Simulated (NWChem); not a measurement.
System: C2H4ClFSi; SMILES F/C=C(/[SiH3])Cl

```xyz
9

F     -0.8915     2.2155     0.0000
C     -1.1081     0.8973     0.0000
C     -0.1343    -0.0173     0.0000
Si    -0.4510    -1.8654     0.0000
Cl     1.5441     0.5122     0.0000
H     -2.1639     0.6431     0.0000
H      0.1455    -2.4838    -1.2101
H      0.1455    -2.4838     1.2101
H     -1.9245    -2.0678     0.0000
```
Atoms are numbered in this order, from 1.

Program: NWChem. Pople sets run with spherical d functions. Geometry: optimised at B3LYP/6-31G* (spherical d). B3LYP is NWChem's, with the RPA form of VWN correlation. Level: B3LYP/6-31G* with SMD (1 M gas to 1 M solution), gas-phase geometry. Reactions with the solvent are ignored.

Task: Predict the results for solvent water. Quantities: solvation free energy (kcal/mol); cavity-dispersion-structure term (kcal/mol); dipole in solution (D).

Result: 
```
Property                                     Result
-------------------------------------------  ------
solvation free energy (kcal/mol)                1.5
cavity-dispersion-structure term (kcal/mol)     4.3
dipole in solution (D)                         2.81
```
